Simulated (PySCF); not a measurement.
CAM-B3LYP on H⁻ (hydrogen, charge -1), 1s2, closed-shell 1S. Calculation: PySCF 2.14, in def2-TZVPPD; the non-relativistic Hamiltonian (point nucleus).

```
cycle= 1 E= -0.50576028457456  delta_E= -0.00038  |g|= 0.00223  |ddm|= 0.0283
cycle= 2 E= -0.50576469933893  delta_E= -4.41e-06  |g|= 0.000372  |ddm|= 0.00768
cycle= 3 E= -0.505764762234995  delta_E= -6.29e-08  |g|= 4.41e-05  |ddm|= 0.000371
cycle= 4 E= -0.505764764533959  delta_E= -2.3e-09  |g|= 2.52e-09  |ddm|= 0.000133
cycle= 5 E= -0.505764764533959  delta_E= -3.33e-16  |g|= 1.39e-09  |ddm|= 3.33e-09
converged SCF energy = -0.505764764533959  <S^2> = -1.3322676e-15  2S+1 = 1
```

Highest occupied orbital energy: 1.311 eV; ⟨L²⟩ = 0.00; populations by l: s 2.00, p 0.00, d 0.00.

Q: Can this result be used?

A: With care. The calculation finished and met its thresholds. At CAM-B3LYP the highest occupied level has a positive energy, so only the finite basis holds that electron.
